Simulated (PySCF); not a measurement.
**Ionisation energy of Kr+ by level of theory**

Kr+ [Ar] 3d10 4s2 4p5 (2P) → Kr(2+) [Ar] 3d10 4s2 4p4 (3P), as a difference of total energies. All numbers are calculated (PySCF 2.14, a scalar-relativistic core potential, in cc-pVDZ-PP with ECP10MDF (4s3p2d, 23 functions)). Correlated levels: valence: 3s2 3p6 3d10 frozen. The calculations carry no spin-orbit coupling.

| method | ionisation energy (eV) |
| --- | --- |
| UHF | 23.267 |
| B3LYP | 24.444 |
| LDA | 24.570 |
| CCSD (valence) | 23.779 |
| CCSD(T) (valence) | 23.782 |

Task: Estimate what MP2 (valence) gives.

Result: 23.818 eV, closest to CCSD(T) (valence) among the rows shown.

Task: Estimate what SCS-MP2 (valence) gives.

Result: 23.788 eV, closest to CCSD(T) (valence) among the rows shown.

The reference lies between the lowest fine-structure levels, while these numbers refer to the centres of the terms.

Errors of the correlated levels include the incompleteness of this basis and the frozen core.

For comparison: 24.360 eV (measured; NIST Atomic Spectra Database, ionization energies).
